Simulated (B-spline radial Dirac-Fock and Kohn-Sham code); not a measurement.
Two-hole binding energies of Ta¹⁹⁺

System: tantalum as Ta¹⁹⁺, [Kr] 4d10 4f8.

Input file task.json (cfg lists n, l and occupation; rrms is the nuclear radius in fm):

```json
{"items": [{
  "Z": 73,
  "q": 19,
  "cfg": [[1, 0, 2], [2, 0, 2], [2, 1, 6], [3, 0, 2], [3, 1, 6], [3, 2, 10], [4, 0, 2], [4, 1, 6], [4, 2, 10], [4, 3, 8]],
  "A": 181,
  "rrms": 5.3507,
  "do": ["binding", "quiet", "double"]
}]}
```

Launch: `python xray_run.py task.json out`

Calculated with a radial finite-basis atomic code, using multi-electron Dirac-Fock with separately optimised hole states, Breit and Lamb-shift corrections added in first order. U is the two-hole binding energy less the two single-hole energies, the effective repulsion of the holes after relaxation. Each two-hole energy is an average over J within one jj subconfiguration.

| holes | E(a) (eV) | E(b) (eV) | E(ab) (eV) | U (eV) |
| --- | --- | --- | --- | --- |
| 1s⁻¹ 2p3/2⁻¹ | 67927.5 | 10396.5 | 78678.8 | 354.8 |
| 1s⁻¹ 3d5/2⁻¹ | 67927.5 | 2249.8 | 70294.9 | 117.6 |
| 2s⁻² | 12203.6 | 12203.6 | 24647.2 | 240.0 |
| 2p1/2⁻² | 11652.2 | 11652.2 | 23607.7 | 303.2 |
| 2p1/2⁻¹ 2p3/2⁻¹ | 11652.2 | 10396.5 | 22310.1 | 261.4 |
| 2s⁻¹ 3d3/2⁻¹ | 12203.6 | 2308.2 | 14630.1 | 118.2 |
| 2s⁻¹ 3d5/2⁻¹ | 12203.6 | 2249.8 | 14568.4 | 115.0 |
| 2p1/2⁻¹ 3p3/2⁻¹ | 11652.2 | 2712.2 | 14475.7 | 111.3 |
| 2p3/2⁻¹ 3s⁻¹ | 10396.5 | 3229.3 | 13733.8 | 108.0 |
| 2p3/2⁻¹ 3p1/2⁻¹ | 10396.5 | 2986.6 | 13499.4 | 116.3 |
| 2p3/2⁻¹ 3d5/2⁻¹ | 10396.5 | 2249.8 | 12760.5 | 114.1 |
| 3p1/2⁻¹ 3p3/2⁻¹ | 2986.6 | 2712.2 | 5781.0 | 82.2 |
| 4d3/2⁻¹ 4d5/2⁻¹ | 719.9 | 707.0 | 1469.4 | 42.5 |
| 4d5/2⁻² | 707.0 | 707.0 | ? | ? |

Q: Give the missing two-hole energy and U.

A: E(ab) = 1455.9 eV and U = 42.0 eV.
